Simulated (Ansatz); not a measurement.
Nb₂S₂⁺, relaxed as a doublet with UKS PBE-D4/def2-SVP in Ansatz, starting from the GFN1-xTB geometry. Force threshold 0.02 eV/Å.

In the def2 sets Nb takes a core potential; there is no spin–orbit coupling. No other spin state of charge 1 was run. Another isomer (doublet) lies 3.23 eV lower at PBE0-D4/def2-TZVP; other spin states weren't run for this one.

Start:

```xyz
4

Nb   -0.6832    1.3174   -0.5588
Nb   -0.7716   -1.2586   -0.5749
S     0.8177    2.4048    0.5748
S     0.6370   -2.4636    0.5589
```

```csv
step,energy (eV),largest force component (eV/Å),SCF passes
1,-24748.8174,1.109,62
2,-24749.1384,0.416,51
3,-24749.3451,0.462,47
4,-24749.4783,0.424,49
5,-24749.4952,0.195,49
6,-24749.5011,0.074,44
7,-24749.5013,0.005,46
```

Force components are those of the run's own axes.

End:

```csv
atom,x (Å),y (Å),z (Å)
Nb1,-0.7614,1.3109,-0.6230
Nb2,-0.8534,-1.2467,-0.6354
S3,0.8728,1.7512,0.6363
S4,0.7421,-1.8155,0.6221
```

By distances, no bond broke or formed. The bond that changes most is Nb2–S4, from 2.17 to 2.11 Å (atoms count from 1).

No frequencies were taken in this run, so the end may be a saddle point.

Hardware: 4 threads of Intel Xeon 6975P-C on a shared host. Wall time 11 s.
